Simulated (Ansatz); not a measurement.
Start from `B[N]([GeH3])C=C` and change one atom or group to get `BNC=C`.

Ansatz, PBE0-D4/def2-TZVP geometries, multiplicity 1. Each molecule was computed in one conformer, which needn't be the lowest.

Scalar relativity is left out up to krypton.

```
                             property  `B[N]([GeH3])C=C`
HOMO–LUMO gap (B3LYP/def2-TZVPP) / eV               5.91
  HOMO–LUMO gap (PBE/def2-TZVPP) / eV               4.37
  HOMO energy (B3LYP/def2-TZVPP) / eV              -6.69
LUMO energy (ωB97M-V/def2-TZVPP) / eV               1.30
   HOMO energy (PBE0/def2-TZVPP) / eV              -6.91
  LUMO energy (B3LYP/def2-TZVPP) / eV              -0.78
```

Task: What does the change do to each property? (Estimate.)

Result: Computed: 
```json
{"property": "HOMO–LUMO gap (B3LYP/def2-TZVPP) / eV", "`BNC=C`": "5.91", "shift": "0.00"}
{"property": "HOMO–LUMO gap (PBE/def2-TZVPP) / eV", "`BNC=C`": "4.36", "shift": "-0.01"}
{"property": "HOMO energy (B3LYP/def2-TZVPP) / eV", "`BNC=C`": "-6.67", "shift": "0.02"}
{"property": "LUMO energy (ωB97M-V/def2-TZVPP) / eV", "`BNC=C`": "1.34", "shift": "0.04"}
{"property": "HOMO energy (PBE0/def2-TZVPP) / eV", "`BNC=C`": "-6.89", "shift": "0.02"}
{"property": "LUMO energy (B3LYP/def2-TZVPP) / eV", "`BNC=C`": "-0.77", "shift": "0.01"}
```

B3LYP here is the variant with VWN-RPA as its local correlation; programs differ in this.
